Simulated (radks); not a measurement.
Results of a calculation; reference values are marked as such.
Spherical jellium clusters: N electrons in a uniform positive sphere of charge N and radius rs N^(1/3), rs = 2.57 bohr. Level of theory: non-relativistic Kohn-Sham, LDA (Slater exchange, Perdew-Wang correlation), spin-polarised, spherical densities (a radial shooting solver with Libxc functionals). Levels are named by radial order and angular momentum (1s, 1p, 1d, 2s, ...), and open shells are averaged over m.

N = 18, configuration 1s2 1p6 1d10. This is the lowest configuration that the search found. Occupied and some empty levels:

| level | occupation | eigenvalue (eV) | <r> (bohr) |
|---|---|---|---|
| 1s | 2 | -8.7647 | 3.993 |
| 1p | 6 | -6.5658 | 5.035 |
| 1d | 10 | -4.1178 | 5.860 |
| 2s | 0 | -3.6708 | 5.391 |
| 1f | 0 | -1.5421 | 6.818 |
| 2p | 0 | -1.2799 | 7.634 |

Energy (eV): total -22.6819, kinetic 67.527, external -1520.3, Hartree 738.10, exchange-correlation -93.414, background 785.40. Static polarisability (adiabatic kernel): 482.3 bohr^3, against R^3 = 305.5 for a classical metal sphere.
